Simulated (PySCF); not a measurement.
Cl3H2NZr, SMILES [NH2][Zr]([Cl])([Cl])[Cl], multiplicity 1. Atoms are numbered in the order given.

```xyz
7

Zr     0.0197     0.0876    -0.1403
Cl    -0.2121     1.3503     1.8279
Cl     1.9771    -1.1942    -0.0237
Cl    -1.9480    -1.1187    -0.5404
N      0.2438     1.3430    -1.6654
H      1.1312     1.7212    -1.9949
H     -0.5133     1.7385    -2.2216
```

Geometry: PBE0-D3(BJ)/def2-SVP. The multiplicity is an assumed one; no other spin state was optimised. The structure was generated by enumeration; whether it is a known compound was not checked. The def2 effective core potentials stand for the cores of Zr; spin–orbit coupling is left out. One conformer was computed; it need not be the lowest.

The numbers are results of PySCF with TDA-PBE0/def2-SVPD, not measurements.

Vertical excitations. Gas-phase values at a fixed geometry.

```csv
state,energy (eV),λ (nm),f,main pairs
S1,4.57,271,0.005,HOMO→LUMO 97 %
S2,5.23,237,0.022,HOMO→LUMO+1 92 %
S3,5.42,229,0.000,HOMO→LUMO+2 97 %
S4,5.68,218,0.015,HOMO−1→LUMO 85 %
S5,5.86,212,0.000,HOMO−2→LUMO 88 %
S6,5.95,208,0.011,HOMO−3→LUMO 84 %
S7,5.99,207,0.006,"HOMO−1→LUMO+1 72 %, HOMO−4→LUMO 20 %"
S8,6.12,202,0.004,"HOMO−4→LUMO 51 %, HOMO−3→LUMO+1 38 %"
S9,6.29,197,0.004,"HOMO→LUMO+4 67 %, HOMO−4→LUMO+1 11 %, HOMO−1→LUMO+2 11 %"
S10,6.31,196,0.002,"HOMO−2→LUMO+1 53 %, HOMO−1→LUMO+2 32 %"
T1,4.44,279,0,HOMO→LUMO 97 %
T2,4.66,266,0,"HOMO→LUMO+1 80 %, HOMO→LUMO+3 14 %"
T3,5.32,233,0,HOMO→LUMO+2 94 %
T4,5.38,230,0,HOMO−1→LUMO 90 %
```
Triplets are in the Tamm–Dancoff approximation.
